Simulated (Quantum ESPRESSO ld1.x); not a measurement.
Results of a calculation; reference values are marked as such.
These are the eigenvalues of the occupied orbitals of an atom or ion with whole-number occupations (eV). Level of theory: non-relativistic Kohn-Sham, LDA (Slater exchange, Perdew-Zunger correlation), spin-polarised, spherical densities, point nucleus (ld1.x of Quantum ESPRESSO 7.5).

| orbital | eigenvalue |
|---|---|
| 1s up | -18357.0 |
| 1s down | -18357.0 |
| 2s up | -2547.07 |
| 2s down | -2546.83 |
| 2p up | -2343.78 |
| 2p down | -2343.59 |
| 3s up | -442.138 |
| 3s down | -441.953 |
| 3p up | -364.844 |
| 3p down | -364.641 |
| 3d up | -223.056 |
| 3d down | -222.791 |
| 4s up | -78.3870 |
| 4s down | -77.0882 |
| 4p up | -56.6661 |
| 4p down | -55.2768 |
| 4d up | -24.0016 |
| 5p up | -14.6042 |

Which element is it, and in what charge state? The configuration may be excited. Open shells, if any, are filled with parallel spins first.

Answer. Z = 41, niobium, charge +2: Nb2+ in [Kr] 4d2 5p1. The list shows which subshells hold electrons but not how many an open one holds; the 1s level, -674.61 hartree, gives Z - s = 36.7 by -(Z - s)^2/2, which with screening narrows Z to a few neighbours, and the depths of the outer levels then fix element, charge and occupations together.
